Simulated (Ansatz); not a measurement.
`C/N=C/[SeH]` + `C=C(O)[SiH3]` → `C=C([SiH3])OC` + `N=C[SeH]`  (substitution at a C–N bond)

Calculated with Ansatz (gas phase, PBE0-D4/def2-TZVP geometries, no zero-point term in ΔE). CBS: MP2 limit from def2 TZ/QZ plus the TZ coupled-cluster correction, frozen cores. Functionals use def2-TZVPP. B3LYP here is the variant with VWN-RPA as its local correlation; programs differ in this. For Se outer-core shells are correlated without core-valence functions, which leaves a few kJ/mol of doubt a bond. Scalar relativity is left out up to krypton. Each species was taken in one conformer, which may not be the lowest.

```
             level  ΔE (kJ/mol)  difference from CCSD(T)/CBS
            PBE-D4         18.5                          2.6
           PBE0-D4         17.9                          2.0
           ωB97M-V         14.1                         -1.8
              PBE0         19.2                          3.3
             B3LYP         16.1                          0.2
   CCSD/def2-TZVPP         13.8                         -2.1
     HF/def2-QZVPP         11.2                         -4.7
SCS-MP2/def2-QZVPP         16.0                          0.1
      HF/CBS(def2)         11.2                         -4.7
    CCSD/CBS(def2)         15.8                         -0.1
       CCSD(T)/CBS         15.9                            0
```

Largest T1 diagnostic among the species: 0.013.
